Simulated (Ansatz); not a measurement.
Ansatz (an electronic-structure program) input:

Ansatz 0.2 input:
```yaml
crystal:
  periodic: [false, false, false]
  atoms:
    - {symbol: Ca, position_ang: [0.00000000, 0.00000000, 0.00000000]}
    - {symbol: Cl, position_ang: [0.00000000, 0.00000000, 2.46962058]}
    - {symbol: Cl, position_ang: [-0.00000000, -0.00000000, -2.46962058]}
basis:
  gaussian:
    orbitals: def2-SVPD
magnetization: {spin_polarized: false}
correlation: {method: ccsd_t, electrons: outside_noble_gas}
output: {forces: true}
```

Which total energy does the run end on?

-1595.94145 Eh (CCSD(T)/def2-SVPD). The basis has 81 functions.
